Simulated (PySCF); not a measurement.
Zr(Cl)2(OH)2 (Cl2H2O2Zr), SMILES [OH][Zr]([OH])([Cl])[Cl], multiplicity 1. Heavy atoms are numbered as in [Zr:1]([Cl:2])([Cl:3])([OH:4])[OH:6]. Hydrogens are named by the atom that carries them.

The structure is a stationary point at B3LYP-D3(BJ)/def2-SVP. The multiplicity is an assumed one; no other spin state was optimised. The structure was generated by enumeration; whether it is a known compound was not checked. The def2 effective core potentials stand for the cores of Zr; spin–orbit coupling is left out. Other conformers were not sampled.

These are B3LYP/def2-TZVP (PySCF) values and carry that method's errors.

ESP charges are fitted to the potential on shells at 1.4 to 2.0 van der Waals radii. Atomic charges (e), one atom of each kind:

```tsv
atom	ESP fit	Löwdin
Zr1	0.98	0.15
Cl2	-0.27	0.04
O4 (OH)	-0.66	-0.29
H on O4	0.44	0.18
```
